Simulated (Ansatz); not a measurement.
## A cut through the energy surface

AgHS (SMILES [SH][Ag]), closed shell, at its PBE0-D4/def2-TZVP minimum:

S1  (-0.472, -0.667, -0.342)
Ag2  (1.425, 0.022, 0.787)
H3  (-0.964, 0.580, -0.458)
(Å)

The bond length S1–H3 (1.345 Å at the minimum) is set to the values below, the two halves moving rigidly along the bond. Each method's energies count from its own value at the PBE0-D4 minimum structure. Program: Ansatz 0.2.0. Basis: def2-TZVPP. Cores are frozen in the correlated methods. Filled d shells of the heavier atoms are correlated. Core potentials replace the inner electrons of the atoms past krypton.

CCSD(T) energies along the scan:
```csv
bond length (Å),CCSD(T) (kJ/mol)
1.210,27.5
1.237,16.5
1.277,5.8
1.323,0.4
1.374,1.3
1.429,8.3
1.488,21.1
1.549,38.3
1.614,59.5
```
They count from the CCSD(T) energy at the PBE0-D4 minimum.

Minimum and curvature along this coordinate at CCSD(T): A fifth-order fit through the nearest points gives 1.341 Å, with a curvature of about 26 eV/Å².

Question: Treat the two halves as rigid bodies and work out the harmonic wavenumber of this stretch from that curvature (ν̃ = 521.5 √(k/μ) cm⁻¹ with k in eV/Å² and μ in u).

Answer: The halves weigh 139.94 and 1.01 u, so μ = 139.94 × 1.01/140.95 = 1.003 u and ν̃ = 521.5 √(26/1.003) ≈ 2700 cm⁻¹. A true normal mode mixes in other motions, so this is a guide only.

Largest difference from the CCSD(T) curve over the scan: PBE-D4 8.1; r2SCAN-D4 1.6; PBE0-D4 1.4 kJ/mol. Each curve counts from its own value at the minimum.

T1 diagnostic: at most 0.023.

For scale, one of the runs: CCSD(T)/def2-TZVPP, 112 basis functions (an equivalent command: `ansatz run in.yaml --threads 2`). The run took about 8 s on 2 CPU threads (shared host).
